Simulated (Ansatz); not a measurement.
Total energies of Cd6CuTe6Cl2 from Ansatz at PBE-D4/def2-TZVP, gas phase (1 Eh = 27.2114 eV = 2625.5 kJ/mol). The reference geometry is relaxed at PBE-D4/def2-SVP.

```
atom   x (Å)   y (Å)   z (Å)
 Cd1  -3.413   0.824  -0.885
 Cd2   3.573  -0.130  -1.266
 Cd3   0.466   0.465  -1.422
 Cu4   0.141   1.611   1.274
 Cd5  -1.951   0.054   2.235
 Cd6   1.752  -0.746   1.667
 Cd7  -2.127  -2.058  -0.471
 Te8   2.493   2.119   0.243
 Te9  -1.299   2.537  -0.715
Te10  -4.210  -1.020   1.141
Te11   4.495  -1.027   1.117
Te12   0.575  -2.264  -0.528
Te13   0.255   0.539   3.677
Cl14   2.292   0.108  -3.380
Cl15  -3.042  -1.013  -2.687
```

| state | geometry | energy (Eh) |
| --- | --- | --- |
| charge 0 doublet | reference | -5175.83744 |
| charge 1 singlet | reference | -5175.58616 |
| charge 1 singlet | relaxed at PBE-D4/def2-SVP | -5175.62747 |
| charge -1 singlet | reference | -5175.94384 |
| free Cd atom (singlet) | – | -167.78889 |
| free Cu atom (doublet) | – | -1640.24447 |
| free Te atom (triplet) | – | -267.97310 |
| free Cl atom (doublet) | – | -459.95840 |

In the def2 sets Cd, Te take a core potential; there is no spin–orbit coupling. Single mean-field runs in def2-TZVP are fitted with def2-universal-jkfit.

(1) Work out the vertical ionisation energy to the singlet.

(2) Work out the vertical electron affinity, to the singlet.

(3) Give the fundamental gap IE − EA, the Mulliken electronegativity (IE + EA)/2 and the hardness (IE − EA)/2.

(4) How much does the charge 1 singlet relax, and what is the adiabatic ionisation energy?

(5) What is the binding energy per atom against free atoms?

(1) E(charge 1 singlet) − E(charge 0 doublet) = -5175.58616 − (-5175.83744) = 0.25128 Eh = 6.84 eV. For comparison, −ε of the highest occupied level of the spin that leaves is 5.08 eV at this level, 1.76 eV less.

(2) E(charge 0 doublet) − E(charge -1 singlet) = -5175.83744 − (-5175.94384) = 0.10640 Eh = 2.90 eV. The basis lacks diffuse functions, which makes affinities too small.

(3) From the values in Eh: IE − EA = 0.25128 − 0.10640 = 0.14488 Eh = 3.94 eV; (IE + EA)/2 = 4.87 eV; (IE − EA)/2 = 1.97 eV.

(4) Relaxation: -5175.58616 − (-5175.62747) = 0.04131 Eh = 1.12 eV. Adiabatic ionisation energy: 0.20997 Eh = 5.71 eV, without zero-point energy. Bonds change on the way (2 lost, 2 formed), so the relaxed form is another species. 

(5) Atoms: 6 × (-167.78889) + 1 × (-1640.24447) + 6 × (-267.97310) + 2 × (-459.95840) = -5174.73321 Eh. Binding: -5174.73321 − (-5175.83744) = 1.10423 Eh = 30.05 eV, or 2.00 eV for each of 15 atoms (no zero-point energy, no counterpoise term).

A triplet lies near this restricted singlet, and broken spin symmetry wasn't tried.
